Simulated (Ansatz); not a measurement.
`C[O][Ge][S]C` and `C[S][GeH]` differ in one atom or group.

Ansatz, PBE0-D4/def2-TZVP geometries, multiplicity 1. Each molecule was computed in one conformer, which needn't be the lowest.

Scalar relativity is left out up to krypton.

| property | `C[O][Ge][S]C` |
| --- | --- |
| HOMO energy (B3LYP/def2-TZVPP) / eV | -6.73 |
| HOMO–LUMO gap (ωB97M-V/def2-TZVPP) / eV | 9.18 |
| HOMO energy (PBE0/def2-TZVPP) / eV | -6.92 |
| LUMO energy (PBE/def2-TZVPP) / eV | -2.43 |
| HOMO–LUMO gap (PBE0/def2-TZVPP) / eV | 5.19 |
| LUMO energy (PBE0/def2-TZVPP) / eV | -1.73 |

What does the change do to each property? (Best estimate.)

The calculation gave: 
```csv
property,`C[S][GeH]`,shift
HOMO energy (B3LYP/def2-TZVPP) / eV,-6.60,0.13
HOMO–LUMO gap (ωB97M-V/def2-TZVPP) / eV,8.45,-0.73
HOMO energy (PBE0/def2-TZVPP) / eV,-6.77,0.15
LUMO energy (PBE/def2-TZVPP) / eV,-3.06,-0.63
HOMO–LUMO gap (PBE0/def2-TZVPP) / eV,4.45,-0.74
LUMO energy (PBE0/def2-TZVPP) / eV,-2.32,-0.59
```

With PBE0 the HOMO rises by 0.15 eV and the LUMO falls by 0.59 eV, so the gap narrows by about 0.74 eV. PBE moves the HOMO by 0.09 eV and ωB97M-V by 0.16 eV. The zero-point energy changes by -92.5 kJ/mol with -12 modes.

B3LYP here is the variant with VWN-RPA as its local correlation; programs differ in this.
